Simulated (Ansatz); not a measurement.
Consider the redistribution: `C[O][Al]([F])[SH]` + `[NH2][Ga]([NH2])[Cl]` → `C[O][Al]([F])[Cl]` + `[NH2][Ga]([NH2])[SH]`.

Computed with Ansatz on PBE0-D4/def2-TZVP structures; ΔE is electronic, products minus reactants. CBS: MP2 limit from def2 TZ/QZ plus the TZ coupled-cluster correction, frozen cores. This one scheme is used for every species. For Ga outer-core shells are correlated without core-valence functions, which leaves a few kJ/mol of doubt a bond. Scalar relativity is left out up to krypton. One conformer a species, not always the lowest.

```
               species  CCSD(T)/CBS(def2) energy (Eh)
   `C[O][Al]([F])[SH]`                     -855.38624
`[NH2][Ga]([NH2])[Cl]`                    -2495.64015
   `C[O][Al]([F])[Cl]`                     -916.81237
`[NH2][Ga]([NH2])[SH]`                    -2434.21854
```

(1) Work out ΔE.

Largest T1 diagnostic among the species: 0.012.

## Answers

(1) ΔE = (-916.81237) + (-2434.21854) − (-855.38624) − (-2495.64015) = -0.00452 Eh = -11.9 kJ/mol.

In def2-TZVPP, CCSD(T) changes the Hartree–Fock value by −4.4 kJ/mol (the triples alone add −0.4 kJ/mol) and MP2 by −5.7 kJ/mol.
